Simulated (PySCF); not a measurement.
Species: AlBrH₄OSi.
Bonds: Al1–O2, O2–Si3, Si3–Br4. Hydrogens: H5, H6 on Al1; H7, H8 on Si3.

A GFN2-xTB structure was refined with PBE0-D3(BJ)/def2-SVP geometry optimisation, gas phase (PySCF). Its GFN2-xTB values:

| coordinate | GFN2-xTB |
| --- | --- |
| Al1–O2 | 1.651 Å |
| Al1–H5 | 1.563 Å |
| Al1–H6 | 1.506 Å |
| O2–Si3 | 1.615 Å |
| Si3–Br4 | 2.218 Å |
| Si3–H7 | 1.455 Å |
| Al1–O2–Si3 | 174.2° |
| O2–Al1–H5 | 117.6° |
| O2–Si3–Br4 | 108.1° |
| O2–Si3–H7 | 109.6° |
| Br4–Si3–H7 | 106.8° |
| H5–Al1–H6 | 121.9° |
| H7–Si3–H8 | 116.6° |

How do these coordinates change at the PBE0-D3(BJ)/def2-SVP level?

```
coordinate  PBE0-D3(BJ)/def2-SVP (Å or °)  change
    Al1–H6                          1.581  +0.075
    Al1–O2                          1.709  +0.058
    Si3–H7                          1.486  +0.031
    O2–Si3                          1.633  +0.018
    Al1–H5                          1.580  +0.017
   Si3–Br4                          2.232  +0.014
Al1–O2–Si3                          167.4    -6.8
 H7–Si3–H8                          111.5    -5.1
 H5–Al1–H6                          124.8    +2.9
O2–Si3–Br4                          109.7    +1.6
 O2–Si3–H7                          110.9    +1.3
 O2–Al1–H5                          117.4    -0.2
Br4–Si3–H7                          106.8     0.0
```

The energy falls by 0.144 eV over 15 energy and gradient evaluations, the largest force component goes from 0.0250 to 3.4e-04 Eh/bohr, and the atoms move by 0.105 Å rms after alignment. The bond that changes most is Al1–H6 (ends: aluminium bonded to O and 2 H; Al–H hydrogen), which lengthens by 0.075 Å. Bonds longer at the end by more than 0.005 Å: 7 of 7; shorter: 0. Rotational constants go from 6811, 1068, 946.5 to 6315, 1060, 930.6 MHz.

The run used 102 basis functions and 82 SCF cycles in all. Time: 59 s; peak memory 0.41 GiB. Hardware: Arm Neoverse V1, one thread (shared host).

PBE0-D3(BJ)/def2-SVP frequencies: not computed here.
